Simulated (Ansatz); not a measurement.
Reactions of C8H16 (`CC(C)/C=C/C(C)C`).

Program: Ansatz. Geometries: PBE0-D4/def2-TZVP. ΔE: electronic, gas phase. CBS: MP2 limit from def2 TZ/QZ plus the TZ coupled-cluster correction, frozen cores. This one scheme is used for every species, atoms too. Double bonds are as drawn, so ΔE can hold a change between cis and trans. Functionals use def2-TZVPP. Open shells (•) are unrestricted, without spin–orbit coupling. Spin–orbit coupling would lower the free atoms: a little for C. Each species was taken in one conformer, which may not be the lowest.

```
                                         reaction  r2SCAN-D4 (eV)  CCSD/CBS(def2) (eV)  ωB97X-V (eV)
      `CC(C)/C=C/C(C)C` → `C[C@H]1CC[C@@H](C)CC1`           -0.81                -0.83         -0.94
                  `CC(C)/C=C/C(C)C` → `C=CCCCCCC`            0.25                 0.20          0.21
       `CC(C)/C=C/C(C)C` → `C[C@H]1CC[C@H](C)CC1`           -0.90                -0.91         -1.01
                 `CC(C)/C=C/C(C)C` → 8 C• + 16 H•          101.57               100.07        101.40
`CC(C)/C=C/C(C)C` + CH₄ → `C/C=C/C(C)C` + propane            0.14                 0.13          0.13
              `CC(C)/C=C/C(C)C` → `C=C(C)C(CC)CC`            0.01                 0.01         -0.01
               `CC(C)/C=C/C(C)C` → `CC1(C)CCCCC1`           -0.84                -0.86         -0.97
            `CC(C)/C=C/C(C)C` → `C=C(C)CC(C)(C)C`           -0.02                -0.01         -0.02
            `CC(C)/C=C/C(C)C` → `CC/C=C\C(C)(C)C`            0.17                 0.16          0.15
                 `CC(C)/C=C/C(C)C` → `CCC1CCCCC1`           -0.78                -0.80         -0.91
```

Q: Give the CCSD(T)/CBS values in the same order. (An estimate is asked.)

A: Computed: -0.82, 0.22, -0.90, 101.29, 0.16, 0.00, -0.86, -0.04, 0.13, -0.78 eV.

Largest T1 diagnostic: 0.009, for `C=C(C)CC(C)(C)C`.
